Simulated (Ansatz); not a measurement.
`C=C1OC1[SiH3]` + BH₃ → `BC1OC1=C` + SiH₄  (formal exchange of groups at a C–Si bond)

Program: Ansatz. Geometries: PBE0-D4/def2-TZVP. ΔE: electronic, gas phase. CCSD(T)/CBS is the MP2 limit (def2-TZVPP, def2-QZVPP) plus CCSD(T) − MP2 in def2-TZVPP, frozen cores. This one scheme is used for every species. DFT in def2-TZVPP.

```tsv
level	ΔE (kJ/mol)	difference from CCSD(T)/CBS
revPBE-D4	-39.2	-8.4
BLYP-D4	-37.4	-6.6
revPBE	-41.7	-10.9
BLYP	-41.3	-10.5
r2SCANh	-40.0	-9.2
HF/def2-SVP	-32.9	-2.1
MP2/def2-TZVPP	-30.9	-0.1
CCSD/def2-TZVPP	-31.0	-0.2
SCS-MP2/def2-QZVPP	-28.3	2.5
CCSD/CBS(def2)	-29.9	0.9
CCSD(T)/CBS	-30.8	0
```

Largest T1 diagnostic among the species: 0.014.

From PBE to PBE0 (25 % exact exchange), in def2-TZVPP and without D4, ΔE moves by +4.1 kJ/mol. At CCSD(T), def2-SVP lies −8.0 kJ/mol from the extrapolated value and def2-TZVPP −1.2 kJ/mol.

CCSD(T)/CBS has its own doubt, a few kJ/mol and more with outer-core shells, so smaller differences from it don't rank the levels.
